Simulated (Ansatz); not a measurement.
Breaking the Ge1–Br3 bond in BrFGe (SMILES [F][Ge][Br]) (multiplicity 1 held, fragments rigid). Energies count from the point at 2.367 Å.
Geometry at that point (charge 0, multiplicity 1):
```xyz
3

Ge     0.54013    -0.45604     0.81246
F      1.49052    -1.32798    -0.38783
Br    -0.87711     0.75843    -0.64309
```

Restricted levels (R-, RO-) in cc, def2 and unpolarised 6-31G sets keep to the state of the molecule at rest. U- levels take the lowest unrestricted solution at each point, which mixes spins at long bonds. Active spaces are followed from a long bond inwards. Curves can end on different states.

Frozen-core correlation. Filled d and f shells under p-block atoms count as core.

The values were computed with Ansatz (a quantum-chemistry and plane-wave program) with Gaussian orbitals. Each number belongs to the level named beside it.

Energies in kcal/mol.

```tsv
R (Å)	U-HF/cc-pVTZ	R-r2SCAN/cc-pVTZ	R-MP2/cc-pVTZ	SC-NEVPT2 on CASSCF(6,4)/cc-pVTZ	FIC-MRCISD+Q on CASSCF(6,4)/cc-pVTZ
1.894	56.2	52.8	56.6	56.3	56.5
2.130	8.7	8.1	8.9	8.7	8.8
2.367	0.0	0.0	0.0	0.0	0.0
2.604	6.5	6.3	6.5	5.2	(withheld)
2.840	18.3	17.6	18.6	16.9	17.3
3.195	37.7	35.8	38.4	36.3	36.4
3.550	51.5	51.6	56.4	53.6	53.2
4.142	58.5	70.2	79.5	74.9	72.9
4.734	60.0	81.1	95.2	84.0	80.8
5.444	60.4	89.0	106.7	86.4	(withheld)
6.391	60.5	93.2	112.7	87.8	83.2
7.574	60.6	95.3	111.4	87.7	83.3
```

Q: What belongs in the gaps?

A: 
- 2.604, FIC-MRCISD+Q on CASSCF(6,4)/cc-pVTZ: 5.7
- 5.444, FIC-MRCISD+Q on CASSCF(6,4)/cc-pVTZ: 82.9

Doubts at one or more of the structures used: a spin-contaminated determinant (U-HF/cc-pVTZ); a restricted determinant that unrestricted orbitals would lower (R-r2SCAN/cc-pVTZ, R-MP2/cc-pVTZ); active orbitals that take no part (SC-NEVPT2 on CASSCF(6,4)/cc-pVTZ, FIC-MRCISD+Q on CASSCF(6,4)/cc-pVTZ).
